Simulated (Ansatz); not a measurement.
indium atom (In), doublet (all electrons, no relativity); PBE/STO-3G (Ansatz, an electronic-structure program).

Input for Ansatz:
Ansatz 0.2 input:
```yaml
crystal:
  periodic: [false, false, false]
  atoms:
    - {symbol: In, position_ang: [0.00000000, 0.00000000, 0.00000000]}
basis:
  gaussian:
    orbitals: STO-3G
hamiltonian:
  xc: pbe
magnetization: {spin_polarized: true, initial_magnetization: 1}
accuracy: high
```

What the program printed (banner, timings and long lists left out):

```
Functional definition: PBE
251 factors; integrals over basis functions are off by at most 4.7e-9 eV
mean field evaluation 1: about -154672.5389 eV, gradient 3.0e-1 eV
mean field evaluation 2: about -154672.5392 eV, gradient 1.5e-2 eV
mean field evaluation 4: about -154672.5378 eV, gradient 2.9e-4 eV
mean field evaluation 8: about -154672.5378 eV, gradient 1.7e-7 eV
mean field evaluation 16: about -154665.8017 eV, gradient 8.2e0 eV
mean field evaluation 32: about -154664.3973 eV, gradient 7.8e0 eV
mean field evaluation 64: about -154663.7738 eV, gradient 8.1e0 eV
mean field -154672.53779491 eV, -5684.1109231515 hartree, gradient 1.2e-8 eV, S^2 0.750000; 2 other end points of the search recorded, 0 dependent functions left out
reference -154672.53779647 eV, -5684.1109232088 hartree; 25, 24 occupied and 2, 3 virtual orbitals, 251 factors
Total energy: -154672.53779647 eV, -5684.1109232088 hartree
```
